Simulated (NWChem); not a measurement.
System: C₄H₇F; SMILES CC1(F)CC1

Input file for NWChem:

```
start job
memory heap 200 mb stack 900 mb global 1100 mb
geometry units angstroms noautosym nocenter noautoz
  C      1.057502    -1.184232     0.000000
  C     -0.027814    -0.152750     0.000000
  F     -1.267400    -0.732053     0.000000
  C      0.077039     1.126516    -0.756727
  C      0.077039     1.126516     0.756727
  H      0.979312    -1.824066    -0.892311
  H      2.048076    -0.708745     0.000000
  H      0.979312    -1.824066     0.892311
  H     -0.832943     1.471948    -1.253809
  H      1.006468     1.348890    -1.288304
  H     -0.832943     1.471948     1.253809
  H      1.006468     1.348890     1.288304
end
basis spherical
  C library def2-svp
  F library def2-svp
  H library def2-svp
end
dft
  xc m06-2x
  iterations 150
end
cosmo
  do_cosmo_smd true
  solvent anisole
end
task dft energy
```

Output (shortened):

```
             Northwest Computational Chemistry Package (NWChem) 7.3.0
             --------------------------------------------------------

                             Geometry "geometry" -> ""
                             -------------------------

 Output coordinates in angstroms (scale by  1.889725989 to convert to a.u.)

  No.       Tag          Charge          X              Y              Z
 ---- ---------------- ---------- -------------- -------------- --------------
    1 C                    6.0000     1.05750200    -1.18423200     0.00000000
    2 C                    6.0000    -0.02781400    -0.15275000     0.00000000
    3 F                    9.0000    -1.26740000    -0.73205300     0.00000000
    4 C                    6.0000     0.07703900     1.12651600    -0.75672700
    5 C                    6.0000     0.07703900     1.12651600     0.75672700
    6 H                    1.0000     0.97931200    -1.82406600    -0.89231100
    7 H                    1.0000     2.04807600    -0.70874500     0.00000000
    8 H                    1.0000     0.97931200    -1.82406600     0.89231100
    9 H                    1.0000    -0.83294300     1.47194800    -1.25380900
   10 H                    1.0000     1.00646800     1.34889000    -1.28830400
   11 H                    1.0000    -0.83294300     1.47194800     1.25380900
   12 H                    1.0000     1.00646800     1.34889000     1.28830400

 Effective nuclear repulsion energy (a.u.)     183.9163339383

                                 NWChem DFT Module
                                 -----------------

 Summary of "ao basis" -> "ao basis" (spherical)
 ------------------------------------------------------------------------------
       Tag                 Description            Shells   Functions and Types
 ---------------- ------------------------------  ------  ---------------------
 C                          def2-svp                 6       14   3s2p1d
 F                          def2-svp                 6       14   3s2p1d
 H                          def2-svp                 3        5   2s1p

 in cosmo_initialize ...
 calling solv_data for solv:anisole

 solvent parameters
 solvname_short: anisole
 solvname_long:  anisole
 dielec:        4.2247
 dielecinf:     2.3025
 nonaqueous SMD model solvent descriptors
 dielec:        4.2247
 sola:          0.0000
 solb:          0.2900
 solc:          0.7500
 solg:         50.5200
 solh:          0.0000
 soln:          1.5174

          ---------------
          -cosmo- solvent
          ---------------
 Cosmo: York-Karplus, doi: 10.1021/jp992097l
 dielectric constant -eps-     =   4.22
 screen = (eps-1)/(eps    )    =   0.76330
 surface charge correction     = lagrangian

   van der Waals surface
 --------------------------

[...]

                                COSMO-SMD solvation results
                                ---------------------------

             internal energy in gas <Psi(g)|H|Psi(g)> =      -256.141835143221
         internal energy in solvent <Psi(s)|H|Psi(s)> =      -256.141451509839
                               delta internal energy  =         0.000383633382 (    0.24 kcal/mol)
   total free energy in solvent <Psi(s)|H+V/2|Psi(s)> =      -256.145989903844
 polarization energy contribution <Psi(s)|V/2|Psi(s)> =        -0.004538394005 (   -2.85 kcal/mol)
    total free energy in solvent including G(SMD-CDS) =      -256.148063448745
                       G(SMD-CDS) energy contribution =        -0.002073544901 (   -1.30 kcal/mol)
     1 M fixed-concentration free energy of solvation =        -0.006228305524 (   -3.91 kcal/mol)

                       DFT Final Molecular Orbital Analysis
                       ------------------------------------

 Vector   18  Occ=2.000000D+00  E=-4.247889D-01
              MO Center=  8.7D-02,  1.1D+00,  2.2D-09, r^2= 2.9D+00
   Bfn.  Coefficient  Atom+Function         Bfn.  Coefficient  Atom+Function
  ----- ------------  ---------------      ----- ------------  ---------------
    46      0.303308   4 C  px               60     -0.303308   5 C  px
    86     -0.245375   9 H  s                96      0.245375  11 H  s
    91      0.241356  10 H  s               101     -0.241356  12 H  s
    34      0.130909   3 F  pz               49      0.117272   4 C  px
    63     -0.117272   5 C  px                6      0.110954   1 C  pz

 Vector   19  Occ=2.000000D+00  E=-3.578584D-01
              MO Center=  8.4D-02,  6.7D-01,  5.7D-10, r^2= 2.3D+00
   Bfn.  Coefficient  Atom+Function         Bfn.  Coefficient  Atom+Function
  ----- ------------  ---------------      ----- ------------  ---------------
    47      0.263947   4 C  py               48      0.264791   4 C  pz
    61      0.263947   5 C  py               62     -0.264791   5 C  pz
    19     -0.234612   2 C  py               33     -0.188403   3 F  py
    51      0.175340   4 C  pz               65     -0.175340   5 C  pz
    17     -0.171316   2 C  s                 5      0.166017   1 C  py

 Vector   20  Occ=2.000000D+00  E=-3.330752D-01
              MO Center=  5.2D-03,  2.0D-01, -8.9D-11, r^2= 2.5D+00
   Bfn.  Coefficient  Atom+Function         Bfn.  Coefficient  Atom+Function
  ----- ------------  ---------------      ----- ------------  ---------------
    20      0.410354   2 C  pz               47      0.290022   4 C  py
    61     -0.290022   5 C  py               34      0.259131   3 F  pz
    45     -0.255481   4 C  s                59      0.255481   5 C  s
    37     -0.205396   3 F  pz               50      0.205245   4 C  py
    64     -0.205245   5 C  py               23      0.136954   2 C  pz

 Vector   21  Occ=0.000000D+00  E= 1.057931D-01
              MO Center=  1.5D+00,  2.6D-01,  1.1D-08, r^2= 5.5D+00
   Bfn.  Coefficient  Atom+Function         Bfn.  Coefficient  Atom+Function
  ----- ------------  ---------------      ----- ------------  ---------------
     3      1.631312   1 C  s                77     -1.059443   7 H  s
    92     -0.970898  10 H  s               102     -0.970898  12 H  s
    45      0.721874   4 C  s                59      0.721874   5 C  s
    72     -0.581295   6 H  s                82     -0.581295   8 H  s
     7      0.387418   1 C  px               51     -0.305290   4 C  pz

 Vector   22  Occ=0.000000D+00  E= 1.220333D-01
              MO Center= -6.9D-01,  9.9D-01, -5.3D-09, r^2= 5.6D+00
   Bfn.  Coefficient  Atom+Function         Bfn.  Coefficient  Atom+Function
  ----- ------------  ---------------      ----- ------------  ---------------
    87      1.256915   9 H  s                97      1.256915  11 H  s
     3     -0.992468   1 C  s                45     -0.786913   4 C  s
    59     -0.786913   5 C  s                49      0.498716   4 C  px
    63      0.498716   5 C  px               72      0.476076   6 H  s
    82      0.476076   8 H  s                17      0.408398   2 C  s

 Vector   23  Occ=0.000000D+00  E= 1.454687D-01
              MO Center=  6.4D-01, -7.8D-01,  2.5D-08, r^2= 7.8D+00
   Bfn.  Coefficient  Atom+Function         Bfn.  Coefficient  Atom+Function
  ----- ------------  ---------------      ----- ------------  ---------------
     3      2.416682   1 C  s                72     -1.310215   6 H  s
    82     -1.310216   8 H  s                45     -1.234139   4 C  s
    59     -1.234139   5 C  s                87      0.659978   9 H  s
    97      0.659978  11 H  s                92      0.654763  10 H  s
   102      0.654763  12 H  s                22      0.586706   2 C  py

     Multipole analysis of the density
     ---------------------------------

     L   x y z        total         alpha         beta         nuclear
     -   - - -        -----         -----         ----         -------
     0   0 0 0     -0.000000    -20.000000    -20.000000     40.000000

     1   1 0 0      0.740169      0.323081      0.323081      0.094006
     1   0 1 0      0.286432     -0.038786     -0.038786      0.364003
     1   0 0 1     -0.000000     -0.000000     -0.000000      0.000000

     2   2 0 0    -22.632546    -66.254799    -66.254799    109.877051
     2   1 1 0     -1.315531      4.445111      4.445111    -10.205753
     2   1 0 1     -0.000000     -0.000000     -0.000000      0.000000
     2   0 2 0    -22.840818    -89.510703    -89.510703    156.180588
     2   0 1 1      0.000000      0.000000      0.000000      0.000000
     2   0 0 2    -22.229304    -37.768353    -37.768353     53.307403
```

Level: M06-2X/def2-SVP, SMD on the gas-phase geometry. All runs use the structure optimised with PBE0/def2-SVP. Solvent: anisole.
